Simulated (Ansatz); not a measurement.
Cost and result up the ladder for InSn₁₉H₃₀, a doped nanocrystal cut from the lattice of tin (In on a surface site) (50 atoms). Total charge 0; doublet. Geometry: PBE-D4/def2-SVP.

```xyz
50

Sn   -3.452   -1.177    0.245
Sn   -2.549   -4.225   -3.178
Sn   -1.031    0.108   -3.471
Sn    1.950   -3.377   -2.595
Sn   -4.203    1.925    3.643
Sn   -1.932    3.211    0.045
In    0.502    2.672    4.101
Sn    1.075   -0.141    0.440
Sn    3.916    0.798   -3.070
Sn    3.074    4.039    0.400
Sn   -3.042   -3.883   -0.430
Sn   -3.966   -0.804    2.992
Sn   -1.409    0.533   -0.702
Sn    1.753   -2.890    0.194
Sn   -0.390   -2.595   -3.962
Sn    4.206   -1.964   -3.523
Sn    1.001   -0.168    3.289
Sn   -1.922    3.393    2.865
Sn    2.731    4.125    3.196
Sn    3.342    1.339   -0.363
H    -4.865   -0.664   -0.642
H    -3.961   -3.772   -4.081
H    -2.201   -5.885   -3.556
H    -2.500    0.497   -4.316
H     0.213    1.155   -4.084
H     2.185   -5.093   -2.810
H    -5.637    2.504    2.850
H    -4.486    2.052    5.354
H    -3.466    3.637   -0.656
H    -0.730    4.207   -0.721
H     0.425    2.083    5.765
H     2.647    1.417   -4.077
H     5.381    1.620   -3.515
H     1.718    4.668   -0.482
H     4.485    4.878   -0.173
H    -4.432   -4.812    0.045
H    -1.688   -4.501    0.463
H    -5.411   -1.690    3.380
H    -2.665   -1.545    3.871
H     0.595   -3.919    0.975
H     3.294   -3.154    0.953
H    -0.056   -2.810   -5.662
H     4.425   -2.295   -5.216
H     5.620   -2.536   -2.692
H    -0.230   -1.258    3.874
H     2.508   -0.790    3.917
H    -2.334    5.069    3.153
H     2.615    5.820    3.584
H     4.263    3.599    3.830
H     4.631    0.601    0.555
```

Ansatz on 4 threads of AMD EPYC 7R13 on a shared host and a share (37 GiB) of an NVIDIA H100 80GB HBM3. Times are rough, and most runs start from the orbitals of an earlier one. PBE0-D4/def2-SVP serves as the yardstick here, not as an exact answer. Differences are given only for rows in sets of like size (and for xTB, whose basis is part of the method), since another set adds its own error. Binding counts from free atoms at the same level (Sn triplet, In doublet, H doublet; other spins of the atoms weren't run), without zero-point energy or a counterpoise term.

In the def2 sets In, Sn take a core potential; there is no spin–orbit coupling. Single mean-field runs in def2-SVP, def2-mTZVP are fitted with def2-universal-jkfit.

| level | functions | binding energy per atom (eV) | difference from PBE0-D4/def2-SVP (eV) |
| --- | --- | --- | --- |
| PBE-D4/def2-SVP (with forces) | 670 | 2.39 | 0.01 |
| BHLYP-D4/def2-SVP (with forces) | 670 | 2.37 | -0.01 |
| r2SCAN-D4/def2-mTZVP | 810 | 2.36 | – |
| r2SCAN-D4/def2-SVP | 670 | 2.39 | 0.01 |
| PBE0-D4/def2-SVP | 670 | 2.38 | 0.00 |

(1) Estimate how long each takes.

Answers

(1) PBE-D4/def2-SVP (with forces) 9.5 s; r2SCAN-D4/def2-SVP 9.6 s; PBE0-D4/def2-SVP 10 s; r2SCAN-D4/def2-mTZVP 12 s; BHLYP-D4/def2-SVP (with forces) 19 s. On shared hardware such times vary by a factor of up to 3.
